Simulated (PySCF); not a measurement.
Geometry:
```json
{"atom": "C1", "x (Å)": "2.201", "y (Å)": "0.332", "z (Å)": "0.975"}
{"atom": "C2", "x (Å)": "1.991", "y (Å)": "-0.881", "z (Å)": "0.089"}
{"atom": "F3", "x (Å)": "3.198", "y (Å)": "-1.284", "z (Å)": "-0.422"}
{"atom": "F4", "x (Å)": "1.582", "y (Å)": "-1.939", "z (Å)": "0.852"}
{"atom": "C5", "x (Å)": "1.015", "y (Å)": "-0.677", "z (Å)": "-1.074"}
{"atom": "C6", "x (Å)": "-0.317", "y (Å)": "-0.166", "z (Å)": "-0.601"}
{"atom": "C7", "x (Å)": "-0.629", "y (Å)": "1.185", "z (Å)": "-0.686"}
{"atom": "C8", "x (Å)": "-1.845", "y (Å)": "1.656", "z (Å)": "-0.223"}
{"atom": "C9", "x (Å)": "-2.760", "y (Å)": "0.780", "z (Å)": "0.336"}
{"atom": "C10", "x (Å)": "-2.458", "y (Å)": "-0.568", "z (Å)": "0.422"}
{"atom": "C11", "x (Å)": "-1.244", "y (Å)": "-1.039", "z (Å)": "-0.046"}
{"atom": "H12", "x (Å)": "2.565", "y (Å)": "1.161", "z (Å)": "0.376"}
{"atom": "H13", "x (Å)": "1.261", "y (Å)": "0.601", "z (Å)": "1.448"}
{"atom": "H14", "x (Å)": "2.936", "y (Å)": "0.092", "z (Å)": "1.740"}
{"atom": "H15", "x (Å)": "0.900", "y (Å)": "-1.641", "z (Å)": "-1.574"}
{"atom": "H16", "x (Å)": "1.477", "y (Å)": "0.025", "z (Å)": "-1.770"}
{"atom": "H17", "x (Å)": "0.083", "y (Å)": "1.872", "z (Å)": "-1.123"}
{"atom": "H18", "x (Å)": "-2.078", "y (Å)": "2.708", "z (Å)": "-0.298"}
{"atom": "H19", "x (Å)": "-3.707", "y (Å)": "1.148", "z (Å)": "0.702"}
{"atom": "H20", "x (Å)": "-3.169", "y (Å)": "-1.256", "z (Å)": "0.854"}
{"atom": "H21", "x (Å)": "-1.010", "y (Å)": "-2.091", "z (Å)": "0.023"}
```

[PySCF 2.14: GFN2-xTB structure; σ from GIAO-PBE0/pcSseg-1; one conformer; no solvent; equivalent nuclei averaged; non-relativistic Hamiltonian]

References, each an isolated molecule treated in the same way: $^{13}$C (σref 186.93), $^{1}$H (σref 31.72) vs TMS; CFCl3 for $^{19}$F (σref 170.95).

```
      atoms   nucleus  count  δ (ppm)
         C5  $^{13}$C      1     49.8
     C8/C10  $^{13}$C      2    134.3
         C9  $^{13}$C      1    133.0
     C7/C11  $^{13}$C      2    136.2
    H15/H16   $^{1}$H      2     3.18
         C6  $^{13}$C      1    141.3
    H17/H21   $^{1}$H      2        ?
H12/H13/H14   $^{1}$H      3     1.30
         C2  $^{13}$C      1        ?
    H18/H20   $^{1}$H      2        ?
      F3/F4  $^{19}$F      2        ?
        H19   $^{1}$H      1     7.63
         C1  $^{13}$C      1     25.0
```

Question: Complete the table.

Answer: 
- C2: 130.1 ppm, fully substituted sp3 carbon bonded to 2 F; 2 electronegative neighbours deshield it
- H18/H20: 7.68 ppm, hydrogen on an aromatic CH; the ring current deshields protons in the ring plane
- H17/H21: 7.62 ppm, hydrogen on an aromatic CH; it sits in the deshielding region of the aromatic ring current
- F3/F4: -114.1 ppm, fluorine of a CF2 group

Shifts are as computed. Against solution values, carbons near 30 ppm lie about +3 ppm off and those near 130 ppm about +5 ppm. Of 1211 compounds with measured shifts, 218 miss one by over three times the rms of a fit or turn the order of signals round; such compounds aren't used in these exercises. Unscaled 19F shifts against computed CFCl3 carry errors that often reach 10 to 50 ppm.
